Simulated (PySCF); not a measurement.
Compound: C7H15NOSi.
Geometry (PBE0-D3(BJ)/def2-SVP, Å), atoms numbered from 1 in this order:
```
atom  x, y, z in Å
C1    -1.430   -2.309    1.359
C2    -1.147   -1.502    0.336
C3    -0.351   -0.230    0.453
C4    -1.150    1.038    0.189
C5    -2.463    1.027   -0.060
C6    -0.357    2.308    0.263
N7     0.849   -0.265   -0.379
C8     0.649   -0.249   -1.812
Si9    2.399   -0.712    0.253
O10    3.583    0.292   -0.355
H11   -1.988   -3.238    1.219
H12   -1.111   -2.069    2.379
H13   -1.484   -1.774   -0.671
H14   -0.003   -0.158    1.500
H15   -3.015    1.958   -0.217
H16   -3.033    0.095   -0.094
H17   -0.996    3.191    0.130
H18    0.152    2.393    1.238
H19    0.434    2.325   -0.502
H20    0.210   -1.185   -2.207
H21    1.616   -0.097   -2.316
H22   -0.016    0.580   -2.112
H23    2.880   -2.061   -0.158
H24    2.247   -0.625    1.737
H25    3.418    1.234   -0.248
```

All values: PBE0/pcSseg-1 (PySCF, non-relativistic), on one gas-phase PBE0-D3(BJ)/def2-SVP geometry that isn't relaxed in the solvent. The solvent is an IEF-PCM continuum (van der Waals radii × 1.2). Specific hydrogen bonds and non-electrostatic terms are outside this model.

```csv
run,E − E(gas) (kJ/mol),HOMO (eV),HOMO–LUMO gap (eV),dipole (D)
gas,0.00,-6.57,6.66,1.76
P,-24.79,-6.46,6.63,2.12
Q,-20.36,-6.47,6.64,2.05
```

Task: The runs were made in acetonitrile and tetrahydrofuran. Which run belongs to which solvent?

Result: P = acetonitrile, Q = tetrahydrofuran. The dielectric constants are 7.426 (tetrahydrofuran), 35.69 (acetonitrile), and the energy falls further as ε rises. In this model the ground state sees the solvent through ε alone.

Task: How constant is the ratio of the lowering to (ε − 1)/(2ε + 1)?

Result: 
```csv
solvent,(ε − 1)/(2ε + 1),E − E(gas) (kJ/mol),ratio (kJ/mol),polarisation term (kJ/mol)
tetrahydrofuran,0.405,-20.36,-50.2,-22.05
acetonitrile,0.479,-24.79,-51.7,-27.41
```

The ratio changes by +3.0 % in size from tetrahydrofuran to acetonitrile. The polarisation term is half the interaction of the solute with the induced surface charges.
